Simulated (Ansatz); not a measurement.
`C[O][Ge]([OH])([SiH3])[Cl]` → `C[O][GeH]([OH])[Cl]` + `[SiH2]`  (silylene loss)

Computed with Ansatz on PBE0-D4/def2-TZVP structures; ΔE is electronic, products minus reactants. CCSD(T)/CBS is the MP2 limit (def2-TZVPP, def2-QZVPP) plus CCSD(T) − MP2 in def2-TZVPP, frozen cores. This one scheme is used for every species. Functionals use def2-TZVPP. For Ge outer-core shells are correlated without core-valence functions, which leaves a few kJ/mol of doubt a bond. Scalar relativity is left out up to krypton. Each species was taken in one conformer, which may not be the lowest.

Q: Is it downhill or uphill in electronic energy at CCSD(T)/CBS, and by how much? (Best estimate.)

A: The calculation gave: Uphill: ΔE = +61.6 kcal/mol.

Q: What do these levels give: PBE-D4, ωB97X-V, ωB97M-V, B2PLYP, PBE, r2SCAN, HF/def2-TZVPP, CCSD/def2-TZVPP, CCSD(T)/def2-TZVPP, HF/def2-QZVPP, SCS-MP2/def2-QZVPP, HF/CBS(def2)? (Best estimate.)

A: Computed: PBE-D4 64.8, ωB97X-V 63.7, ωB97M-V 59.9, B2PLYP 60.1, PBE 62.4, r2SCAN 66.2, HF/def2-TZVPP 54.3, CCSD/def2-TZVPP 58.2, CCSD(T)/def2-TZVPP 59.6, HF/def2-QZVPP 54.2, SCS-MP2/def2-QZVPP 61.6, HF/CBS(def2) 54.2 kcal/mol.

Largest T1 diagnostic among the species: 0.014.

In def2-TZVPP, CCSD(T) changes the Hartree–Fock value by +5.3 kcal/mol (the triples alone add +1.4 kcal/mol) and MP2 by +9.4 kcal/mol. From PBE to PBE0 (25 % exact exchange), in def2-TZVPP and without D4, ΔE moves by +1.0 kcal/mol. The D4 term adds +3.8 kcal/mol with B3LYP and +2.1 kcal/mol with PBE0; it sums over pairs of atoms, weighted by their polarisabilities, and B3LYP, whose exchange is more repulsive, gets the larger term.

B3LYP here is the variant with VWN-RPA as its local correlation; programs differ in this.
